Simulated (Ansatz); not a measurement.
```xyz
10

Sn   -1.221    0.568   -1.062
C     0.473   -0.532   -0.329
O     0.193   -1.512    0.682
Ge    1.243   -0.184    1.375
H    -2.296   -0.478   -1.878
H    -0.686    1.791   -2.129
H    -2.011    1.272    0.279
H     1.166   -0.883   -1.098
H     0.507    0.654    2.416
H     2.633   -0.695    1.745
```

The species carries charge 0 and has multiplicity 1. Sn takes the def2 core potential.

(1) List the B3LYP/def2-TZVPP orbital energies in eV (Ansatz 0.2.0). (An estimate is asked.)

Results:

(1) Ansatz gave: Occupied: -10850.82, -1355.17, -1206.10, -1206.05, -1206.05, -520.44, -278.43, -169.75, -138.56, -120.06, -119.96, -119.95, -93.40, -93.40, -93.39, -33.72, -33.60, -33.55, -33.48, -33.48, -27.75, -27.69, -27.69, -27.56, -27.56, -27.17, -17.17, -15.16, -13.95, -12.16, -10.95, -10.53, -9.49, -8.90, -8.86, -7.23, -6.76. Lowest empty: -1.13, -0.07, 0.04, 0.48, 0.86, 1.01, 1.30, 1.92.

B3LYP here is the variant with VWN-RPA as its local correlation; programs differ in this.
